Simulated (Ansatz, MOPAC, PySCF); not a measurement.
Dimer: CHN (SMILES C#N) (first 3 atoms) with C2H6O (SMILES COC); geometry from B3LYP-D3(BJ)/def2-TZVP, rigid monomers moved along the line of their centres of mass till H3···O5 is 3.50 Å.
(charge 0, multiplicity 1):
```xyz
12

C     -0.293     0.188    -0.306
N     -0.362     0.310    -1.445
H     -0.227     0.074     0.765
C      0.206    -1.551     4.871
O      0.012    -0.300     4.238
C      0.065     0.793     5.136
H     -0.570    -1.736     5.622
H      1.188    -1.598     5.357
H      0.150    -2.318     4.101
H     -0.718     0.712     5.899
H     -0.093     1.700     4.556
H      1.040     0.848     5.633
```

Interaction energies are E(AB) − E(A) − E(B) at the monomers' geometry in the complex; basis-set methods are counterpoise corrected. Rows marked so take none.

Cores are frozen in the correlated methods. Rows in 3-21G, 6-31G* carry no dispersion term and start afresh at each structure (6-31G* with six Cartesian d functions). MP2/6-31G* freezes PySCF's default core. The state that AM1, PM3, PM7 reach isn't checked; PM7 holds dispersion and hydrogen-bond terms.

Run with Ansatz (a program for electronic structure) with Gaussian orbitals; MOPAC for AM1, PM3, PM7 (differences of heats of formation); PySCF for 3-21G rows, 6-31G* rows, the dispersion terms. Each number belongs to the level named beside it.

Other levels give for the interaction energy: PBE/def2-TZVPPD -6.7; B3LYP/def2-TZVPPD -6.6; B3LYP-D3(BJ)/def2-TZVPPD -7.7; wB97M-V/def2-TZVPPD -7.8; CCSD(T)/aug-cc-pVDZ -7.5 kJ/mol.

Common cheap choices:

```csv
level,interaction energy (kJ/mol)
AM1,-4.0
PM3,-3.9
PM7,-5.0
HF/3-21G (no counterpoise),-9.6
HF/6-31G* (no counterpoise),-9.2
B3LYP/3-21G (no counterpoise),-7.7
B3LYP/6-31G*,-6.5
MP2/6-31G*,-7.4
```
